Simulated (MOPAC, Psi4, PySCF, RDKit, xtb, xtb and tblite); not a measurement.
Two geometries of SMILES c1coc(-c2cccc3ccccc23)c1 (C14H10O), relaxed at GFN2-xTB with one dihedral held; other torsions can differ between them too.

Structure A

```
25

C     -3.8083    -0.4626    -0.4068
C     -3.9123     0.5908     0.4478
O     -2.7120     1.1513     0.6586
C     -1.8066     0.4642    -0.0773
C     -0.4027     0.8448     0.0245
C      0.0959     1.1766     1.2660
C      1.4490     1.4794     1.4472
C      2.3102     1.4373     0.3867
C      1.8404     1.1312    -0.9072
C      2.7132     1.1151    -2.0160
C      2.2467     0.8597    -3.2739
C      0.8785     0.6298    -3.4792
C      0.0090     0.6254    -2.4237
C      0.4622     0.8476    -1.1066
C     -2.4401    -0.5480    -0.7519
H     -4.5997    -1.0981    -0.7482
H     -4.7524     1.0257     0.9521
H     -0.5711     1.1876     2.1153
H      1.8071     1.7285     2.4353
H      3.3619     1.6464     0.5208
H      3.7614     1.3186    -1.8488
H      2.9213     0.8497    -4.1174
H      0.5137     0.4620    -4.4821
H     -1.0448     0.4724    -2.5951
H     -1.9836    -1.2830    -1.3831
```

Structure B

```
25

C      3.8133    -0.3832    -0.4700
C      3.8990     0.6547     0.4042
O      2.6784     1.1308     0.6986
C      1.7801     0.3898     0.0105
C      0.3554     0.7246     0.0673
C     -0.2990     1.0430    -1.1001
C     -1.6523     1.4021    -1.0927
C     -2.3433     1.4601     0.0849
C     -1.7095     1.1507     1.3061
C     -2.4050     1.2029     2.5326
C     -1.7796     0.8928     3.7069
C     -0.4300     0.5097     3.7055
C      0.2726     0.4506     2.5344
C     -0.3393     0.7767     1.3062
C      2.4341    -0.5502    -0.7381
H      4.6231    -0.9545    -0.8756
H      4.7366     1.1334     0.8717
H      0.2406     1.0136    -2.0353
H     -2.1391     1.6443    -2.0260
H     -3.3854     1.7458     0.0992
H     -3.4464     1.4923     2.5232
H     -2.3190     0.9357     4.6418
H      0.0504     0.2586     4.6399
H      1.3094     0.1510     2.5417
H      1.9831    -1.2800    -1.3789
```

Question: Which is lower in energy at the level Psi4 with PBE0-D3(BJ)/def2-SVP // GFN2-xTB, and by how much?

Answer: A is lower, by 4.37 kJ/mol (dihedral O3–C4–C5–C6: 40° in A, 120° in B).

E(B) − E(A) in kJ/mol at the other levels, on the same two geometries: GFN2-xTB (xtb and tblite) 4.06; MMFF94 // GFN2-xTB (RDKit) 0.70; PBE0/def2-SVP // GFN2-xTB (Psi4) 3.98; PBE/def2-SVP // GFN2-xTB (Psi4) 5.26; PBE-D3(BJ)/def2-SVP // GFN2-xTB (Psi4) 5.74; UFF // GFN2-xTB (RDKit) -4.46; PM7, restricted, heats of formation // GFN2-xTB (MOPAC) 1.69; PM6, restricted, heats of formation // GFN2-xTB (MOPAC) 0.96; GFN1-xTB // GFN2-xTB (xtb) 4.61; restricted B3LYP/6-31G*, spherical d, density fitting // GFN2-xTB (PySCF) 4.26; restricted B3LYP/3-21G, density fitting // GFN2-xTB (PySCF) 4.91; restricted B3LYP/LANL2DZ, density fitting // GFN2-xTB (PySCF) 4.03; restricted Hartree-Fock/LANL2DZ, density fitting // GFN2-xTB (PySCF) -0.41.
